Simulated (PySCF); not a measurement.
C₃H₇ClOSi, SMILES C=C(Cl)[Si@@H](C)O. Atoms are numbered in the order given.

```xyz
13

C      1.6426    -0.1194     1.2479
C      0.8747    -0.0703     0.1588
Cl     1.4648    -0.6610    -1.3814
Si    -0.8933     0.5702     0.0862
C     -2.0387    -0.8347    -0.3272
O     -1.3066     1.1710     1.5915
H      1.2365     0.2476     2.1958
H      2.6618    -0.5189     1.2347
H     -0.9356     1.6512    -0.9429
H     -3.0705    -0.4838    -0.4827
H     -1.6951    -1.3384    -1.2444
H     -2.0392    -1.5712     0.4917
H     -0.9729     2.0449     1.8167
```

Coordinates come from a ωB97X-D3(BJ)/def2-SVP optimisation. The structure was generated by enumeration; whether it is a known compound was not checked. Other conformers were not sampled.

These are PBE/def2-TZVP run with PySCF values and carry that method's errors.

| Item | Result |
|---|---|
| total energy | -943.01142 hartree |
| highest occupied level | -6.35 eV |
| lowest empty level | -1.57 eV |
| orbital gap | 4.78 eV |
| dipole moment | 0.259 e·Å |
| quadrupole, principal values (traceless, Buckingham form, about the centre of nuclear charge) | -7.73, 0.96, 6.78 D·Å |
| mean static polarisability | 78.9 bohr³ (11.70 Å³) |
| polarisability, principal values | 62.6, 83.8, 90.3 bohr³ |
